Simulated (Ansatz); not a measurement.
Computed with Ansatz on PBE0-D4/def2-TZVP structures; ΔE is electronic, products minus reactants. CCSD(T)/CBS is the MP2 limit (def2-TZVPP, def2-QZVPP) plus CCSD(T) − MP2 in def2-TZVPP, frozen cores. This one scheme is used for every species. Each species was taken in one conformer, which may not be the lowest.

Reaction (silylene formation by 1,1-elimination): `F[SiH](F)S` → F₂ + `[SiH]S`

| species | CCSD(T)/def2-TZVPP energy (Eh) |
| --- | --- |
| `F[SiH](F)S` | -887.64248 |
| F₂ | -199.30441 |
| `[SiH]S` | -687.96526 |

Question: Work out ΔE.

Answer: ΔE = (-199.30441) + (-687.96526) − (-887.64248) = 0.37281 Eh = +978.8 kJ/mol. CCSD(T)/CBS gives +998.8 kJ/mol.

Largest T1 diagnostic among the species: 0.016.

In def2-TZVPP, CCSD(T) changes the Hartree–Fock value by −64.6 kJ/mol (the triples alone add −12.1 kJ/mol) and MP2 by −13.1 kJ/mol. From BLYP to BHLYP (50 % exact exchange), in def2-TZVPP and without D4, ΔE moves by +103.0 kJ/mol.
